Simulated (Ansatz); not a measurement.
This geometry of CH₆OSSi₂ (11 atoms, charge 0, multiplicity 1) is a first-order saddle point.

Method: Ansatz 0.2.0, RKS r2SCANh/STO-3G.

```xyz
11
Properties=species:S:1:pos:R:3
Si -1.803 1.075 1.180
S 0.071 1.354 0.220
Si 0.814 -0.638 0.365
C 1.960 -0.786 -1.140
O 0.712 -1.168 -1.706
H -2.449 2.360 1.278
H -2.661 0.180 0.437
H -1.649 0.532 2.511
H -0.012 -1.611 -0.470
H 2.322 0.191 -1.503
H 2.760 -1.548 -1.151
```

Question: Which two structures does it join? (They come from a converged band through this point; their orientation in space is the band's.)

Answer: Bonds broken: Si3–H9. Bonds formed: O5–H9.

Image 0:

```xyz
11
Properties=species:S:1:pos:R:3
Si -1.862 1.046 1.122
S 0.066 1.474 0.333
Si 0.651 -0.495 -0.142
C 2.026 -0.788 -1.273
O 0.639 -1.012 -1.798
H -2.407 2.282 1.626
H -2.751 0.514 0.114
H -1.787 0.085 2.200
H 0.276 -1.511 0.818
H 2.567 0.043 -1.754
H 2.647 -1.697 -1.226
```

Image 8:

```xyz
11
Properties=species:S:1:pos:R:3
Si -1.873 1.225 1.216
S -0.092 1.222 0.073
Si 0.542 -0.797 0.437
C 1.951 -0.714 -0.841
O 0.677 -1.228 -1.516
H -2.406 2.566 1.244
H -2.892 0.360 0.661
H -1.658 0.803 2.583
H 0.825 -2.236 -1.559
H 2.240 0.207 -1.369
H 2.751 -1.465 -0.909
```

Question: How far does it lie above each of them?

Answer: 45.3 kcal/mol above the first and 26.3 kcal/mol above the second. This is the barrier of this one path; another mechanism may lie lower. The orbitals stay closed-shell, which can raise the energy where a bond breaks towards radicals; this wasn't checked here. Limits of this set-up: minimal basis.

The run took 7 min on 1 thread of Arm Neoverse V1 (shared host), peak memory 0.14 GiB.
